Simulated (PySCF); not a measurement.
**Antimony: a sound run and one with changed settings**

Sound run: Sb [Kr] 4d10 5s2 5p3, Sb⁺ [Kr] 4d10 5s2 5p2. Calculation: PySCF 2.14, in cc-pVDZ-PP with ECP28MDF (4s3p2d, 23 functions); scalar relativity through the core potential. The sound run starts from symmetry-adapted Hartree-Fock orbitals and uses a fine grid where one is needed.

Changed run: radial step 0.8 in ln r (0.13 in the sound run). This setting is unsound on purpose.

| species | method | sound run (hartree) | changed run (hartree) | converged |
| --- | --- | --- | --- | --- |
| Sb | UHF | -239.27266 | -239.27266 | yes |
| Sb | TPSS | -240.11067 | -239.63818 | yes |
| Sb | r2SCAN | -240.30409 | -239.92890 | yes |
| Sb⁺ | UHF | -238.95660 | -238.95660 | yes |
| Sb⁺ | TPSS | -239.78092 | -239.29827 | yes |
| Sb⁺ | r2SCAN | -239.96681 | -239.57695 | yes |

Ionisation energy of Sb:

```json
{"method": "UHF", "sound run (eV)": "8.600", "changed run (eV)": "8.600"}
{"method": "TPSS", "sound run (eV)": "8.973", "changed run (eV)": "9.250"}
{"method": "r2SCAN", "sound run (eV)": "9.178", "changed run (eV)": "9.577"}
```

A coarse radial grid mis-integrates the density and the exchange-correlation energy, with errors of either sign; Hartree-Fock needs no grid.

For comparison, NIST gives 8.608 eV between the lowest levels.
